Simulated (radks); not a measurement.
Numerical settings for neutral strontium, [Kr] 5s2. Calculated with a radial shooting solver on a logarithmic mesh with Libxc functionals: scalar-relativistic Kohn-Sham, PBE, spin-unpolarised, spherical densities, point nucleus. The defaults (mesh step 0.008 in ln r, mesh end at 40 bohr or more with all orbitals vanishing there, Anderson mixing 0.5 over 9 steps, residual threshold near 1e-9 with the energy settled to 1e-9 hartree or 1e-11 of itself, here a cap of 53 iterations) give E = -3179.4929 hartree and 5s at -3.526 eV in 13 iterations. Times are rough (one thread of a shared host). Changes against that run (0 stands for a change within the tolerance of the run):

mesh step in ln r 0.02: iterations 13; converged yes; E (mhartree) 0; e(5s) (meV) 0; CPU (s) 0.04
mesh step in ln r 0.2: iterations 2; converged no; E (mhartree) diverged; CPU (s) 0.01
mesh step in ln r 0.012: iterations 13; converged yes; E (mhartree) 0; e(5s) (meV) 0; CPU (s) 0.06
mesh end (bohr) 3: iterations 13; converged level above zero; E (mhartree) +3.45e+03; e(5s) (meV) +4.75e+04; CPU (s) 0.06
mesh end (bohr) 5: iterations 13; converged level above zero; E (mhartree) +331; e(5s) (meV) +6.61e+03; CPU (s) 0.07
residual threshold 0.001: iterations 10; converged yes; E (mhartree) 0; e(5s) (meV) -0.0312; CPU (s) 0.07
residual threshold 1e-13: iterations 23; converged yes; E (mhartree) 0; e(5s) (meV) 0; CPU (s) 0.11
mixing 1: iterations 11; converged yes; E (mhartree) 0; e(5s) (meV) 0; CPU (s) 0.07
linear mixing, mixing 1: iterations 53; converged no; E (mhartree) +0.0311; e(5s) (meV) -29; CPU (s) 0.35
linear mixing, mixing 0.8: iterations 34; converged yes; E (mhartree) 0; e(5s) (meV) 0; CPU (s) 0.21
mixing history 20: iterations 19; converged yes; E (mhartree) 0; e(5s) (meV) 0; CPU (s) 0.13
iteration cap 3: iterations 3; converged no; E (mhartree) +9.87; e(5s) (meV) -162; CPU (s) 0.03

Settled on a wrong energy, with an occupied level pushed above zero by the early mesh end: mesh end (bohr) 3 (+3.45 hartree); mesh end (bohr) 5 (+0.331 hartree). Apart from these: no run marked as converged misses the energy by more than 1 mhartree. A mesh that ends early acts as a hard wall.
